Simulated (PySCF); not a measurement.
C2H3BClF. Atoms are numbered in the order given.

```xyz
8

B      0.5249     0.1708     0.0000
F      1.6706     0.8376     0.0000
Cl    -0.9563     1.1292     0.0000
C      0.5115    -1.3817     0.0000
C     -0.6212    -2.0984     0.0000
H      1.4745    -1.9077     0.0000
H     -0.6187    -3.1943     0.0000
H     -1.6004    -1.6063     0.0000
```

Coordinates come from a ωB97X-D3(BJ)/def2-SVP optimisation. The values are those of a single conformer.

Method: ωB97X-D3(BJ)/def2-SVP (PySCF).

Frequencies are harmonic and unscaled.

```tsv
mode	ν (cm⁻¹)	IR (km/mol)	moving atoms (share of kinetic energy)
1	106	0.0	C 49 %, H 34 %, F 14 %
2	202	0.1	C 37 %, Cl 34 %, H 17 %, F 8 %
3	375	6.0	F 54 %, Cl 25 %, C 14 %
4	406	0.4	H 55 %, B 35 %
5	461	1.2	C 45 %, F 21 %, H 20 %, B 9 %
6	614	18.3	C 31 %, Cl 28 %, F 22 %, B 10 %, H 9 %
7	697	46.0	B 49 %, H 27 %, C 21 %
8	985	64.2	H 69 %, B 16 %, C 13 %
9	1042	39.8	H 83 %, C 17 %
10	1053	1.1	H 81 %, C 19 %
11	1163	247.5	B 57 %, H 30 %, C 11 %
12	1277	75.0	H 51 %, C 23 %, B 18 %, F 8 %
13	1364	171.9	B 45 %, H 27 %, F 16 %, C 12 %
14	1448	154.6	H 71 %, C 16 %, B 11 %
15	1726	63.0	C 85 %, H 13 %
16	3162	7.6	H 95 %
17	3189	3.1	H 91 %, C 9 %
18	3263	2.7	H 89 %, C 11 %
```
